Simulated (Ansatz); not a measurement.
One geometry of the cluster Y₂O₃⁻, several levels of theory.

```yaml
crystal:
  periodic: [false, false, false]
  atoms:
    - {symbol: Y, position_ang: [-1.261319, -0.004061, 0.571962]}
    - {symbol: Y, position_ang: [1.261308, 0.004094, -0.571945]}
    - {symbol: O, position_ang: [-0.645968, -0.116267, -1.425475]}
    - {symbol: O, position_ang: [0.277842, 1.413420, 0.622675]}
    - {symbol: O, position_ang: [0.368126, -1.297186, 0.802783]}
basis:
  gaussian: {orbitals: STO-3G}
total_charge: -1
magnetization: {spin_polarized: true, initial_magnetization: 1}
hamiltonian: {xc: hf}
scf: {omitted_lower_state_checks: [starts]}
output: {orbitals: {seedname: orbitals}}
```

The file start.molden holds the orbitals of an earlier run on this structure, at another level or in another basis.

```sh
$ ansatz run in.yaml --threads 4 --pin off --events-out ev --progress --plain --max-ram 4787MiB
```

Output, abridged:

```
Functional definition: HF
  name "HF"
  cite "Fock, Z. Phys. 61, 126 (1930) doi:10.1007/BF01340294"
  parent pbe
  exchange = exact_x
  correlation = 0
these checks for a lower state are left out or cut short: starts
856 factors; integrals over basis functions are off by at most 8.2e-5 eV
mean field evaluation 1: about -185483.2263 eV, gradient 2.3e1 eV
mean field evaluation 2: about -185483.2905 eV, gradient 2.3e1 eV
mean field evaluation 4: about -185487.5915 eV, gradient 2.8e0 eV
mean field evaluation 8: about -185487.8916 eV, gradient 2.1e-1 eV
mean field evaluation 16: about -185487.8937 eV, gradient 3.3e-3 eV
mean field -185488.43448015 eV, -6816.5742385690 hartree, gradient 5.2e-5 eV, S^2 0.753146; 0 other end points of the search recorded, 0 dependent functions left out
reference -185488.43448015 eV, -6816.5742385690 hartree; 52, 51 occupied and 17, 18 virtual orbitals, 856 factors
Total energy: -185488.43448015 eV, -6816.5742385690 hartree
Checks for a lower state left out: starts
```

Run time 3.5 s (4 threads of Intel Xeon on a shared host).

The first input with `gaussian: {orbitals: def2-TZVPD, initial_orbitals: start.molden}`, `hamiltonian: {xc: {name: BLYP}, dispersion: d4}` (abridged; 7 s):

```
Functional definition: BLYP
mean field -8234.60328197 eV, -302.6160889977 hartree, gradient 1.1e-5 eV, S^2 0.751288
Total energy: -8234.97769228 eV, -302.6298483228 hartree
Checks for a lower state left out: starts
```

First input, but with `gaussian: {orbitals: def2-TZVPD, initial_orbitals: start.molden}`, `hamiltonian: {xc: {name: r2SCANh}, dispersion: d4}` (abridged; 15 s):

```
Functional definition: r2SCANh
mean field -8233.50999104 eV, -302.5759112973 hartree, gradient 1.9e-5 eV, S^2 0.753997
Total energy: -8233.54864565 eV, -302.5773318278 hartree
Checks for a lower state left out: starts
```

As the first input, with `gaussian: {orbitals: def2-TZVPD, initial_orbitals: start.molden}`, `correlation: {method: mp2}` and without the key `hamiltonian` (abridged; 9.5 s):

```
Functional definition: HF
mean field -8181.28280463 eV, -300.6565975974 hartree, gradient 2.4e-6 eV, S^2 0.750702
3 core orbitals not correlated: weight in the atoms' cores, before any rotation towards them, 1.000 or more for the frozen orbitals, at most 0.000 for the correlated occupied ones
second order -34.49730684 eV of doubles, -0.00000000 eV of singles
Total energy: -8215.78011146 eV, -301.9243502405 hartree
Checks for a lower state left out: starts
```

The first input with `gaussian: {orbitals: def2-SVPD, initial_orbitals: start.molden}`, `correlation: {method: ccsd_t}`, `scf: {omitted_lower_state_checks: [starts, cluster_reference]}` and without the key `hamiltonian` (abridged; 3.1 min):

```
Functional definition: HF
mean field -8173.78662591 eV, -300.3811181107 hartree, gradient 4.8e-6 eV, S^2 0.750719
3 core orbitals not correlated: weight in the atoms' cores, before any rotation towards them, 1.000 or more for the frozen orbitals, at most 0.000 for the correlated occupied ones
second order -28.55468503 eV of doubles, -0.00000000 eV of singles
cycle   1  -26.26468884 eV  change     2.3e0 eV  update   2.9e-1
cycle   2  -27.51316056 eV  change    -1.2e0 eV  update   1.6e-1
cycle   3  -27.76364141 eV  change   -2.5e-1 eV  update   6.9e-2
cycle   4  -27.83627294 eV  change   -7.3e-2 eV  update   4.0e-2
cycle   5  -27.81091404 eV  change    2.5e-2 eV  update   2.9e-2
cycle   6  -27.80601478 eV  change    4.9e-3 eV  update   2.5e-2
cycle   7  -27.82517812 eV  change   -1.9e-2 eV  update   2.1e-2
cycle   8  -27.84329899 eV  change   -1.8e-2 eV  update   1.7e-2
cycle   9  -27.84733042 eV  change   -4.0e-3 eV  update   1.0e-2
cycle  10  -27.85569080 eV  change   -8.4e-3 eV  update   4.7e-3
cycle  11  -27.85466240 eV  change    1.0e-3 eV  update   2.7e-3
cycle  12  -27.85116857 eV  change    3.5e-3 eV  update   1.3e-3
cycle  13  -27.85289574 eV  change   -1.7e-3 eV  update   5.8e-4
cycle  14  -27.85191917 eV  change    9.8e-4 eV  update   3.2e-4
cycle  15  -27.85197762 eV  change   -5.8e-5 eV  update   1.4e-4
cycle  16  -27.85205400 eV  change   -7.6e-5 eV  update   7.7e-5
cycle  17  -27.85205885 eV  change   -4.8e-6 eV  update   3.6e-5
perturbative correction -1.37334964 eV, -0.0504696684 hartree
Total energy: -8203.01203440 eV, -301.4551320628 hartree
Checks for a lower state left out: starts, cluster_reference
```

First input, but with `gaussian: {orbitals: def2-TZVPD, initial_orbitals: start.molden}`, `hamiltonian: {xc: lda}` (abridged; 3.3 s):

```
Functional definition: SPW92
mean field -8188.49007932 eV, -300.9214600573 hartree, gradient 2.4e-5 eV, S^2 0.751897
Total energy: -8188.49011191 eV, -300.9214612549 hartree
Checks for a lower state left out: starts
```

The first input with `gaussian: {orbitals: def2-TZVPD, initial_orbitals: start.molden}`, `hamiltonian: {xc: r2scan, dispersion: d4}` (abridged; 12 s):

```
Functional definition: r2SCAN
mean field -8234.83034983 eV, -302.6244335879 hartree, gradient 1.3e-5 eV, S^2 0.754288
Total energy: -8234.86519157 eV, -302.6257139982 hartree
Checks for a lower state left out: starts
```

Geometry: PBE-D4/def2-SVPD.

In the def2 sets Y takes a core potential, while STO-3G treats all electrons; there is no spin–orbit coupling. Correlated methods freeze 3 core orbitals; core or outer-core shells of Y are correlated, in sets that lack core-valence functions. At HF/STO-3G, BLYP-D4/def2-TZVPD, r2SCANh-D4/def2-TZVPD, LDA (SPW92)/def2-TZVPD and others the highest occupied level of the charge -1 doublet lies above zero (up to 3.04 eV). In Hartree–Fock with STO-3G the lack of diffuse functions raises the level. It is a level of α spin, whose loss leaves a singlet; that state wasn't run at this geometry and level. The electron is either unbound and held by the finite basis, or the level is raised by self-interaction error. At CCSD(T)/def2-SVPD T1 of the charge -1 doublet is large (up to 0.068), so the single-reference result is doubtful. No other spin state of charge -1 was run. The structure comes from a short search, and lower isomers may exist.
